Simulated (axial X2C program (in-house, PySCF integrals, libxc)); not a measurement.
Which molecule has these constants?

All values come from calculations with an axial X2C code built on PySCF integrals, spin-free (one-electron X2C) or two-component (2c: spin–orbit coupling with atomic mean-field Coulomb and Gaunt terms, which also bring small scalar terms), in Dyall basis sets with cores contracted in-house; open shells are unrestricted.

A two-component PBE0 calculation in a Dyall 3-zeta basis gave Re = 2.530 Å, ωe = 271.4 cm⁻¹, dipole magnitude 2.49 D, Ω = 0.

Problem. Which molecule is it?
A. YBr
B. ScBr
C. LuBr

Solution. A. The others have LuBr 2.531 Å and 227.3 cm⁻¹ (Ω = 0); ScBr 2.464 Å and 304.7 cm⁻¹ (Ω = 1).

Each entry is the lowest single determinant of a limited PBE0 search at one distance. De goes to single-determinant-based atoms at the same level (for ions the charge split of lowest energy) and is withheld (n/a) where an atom does not fit its ground term or J level. Main or longest-lived isotopes. One determinant is a doubtful description, or other states lie close, for YBr, ScBr; these need not be ground states, and all values refer to the states named. With several unpaired electrons the Ω given is that of one determinant, not necessarily of the lowest component. Some light 2c atoms are not at their ground J level, so De misses part of their lowering (0.04 eV or less). The functionals have no current term, which raises determinants with orbital currents.
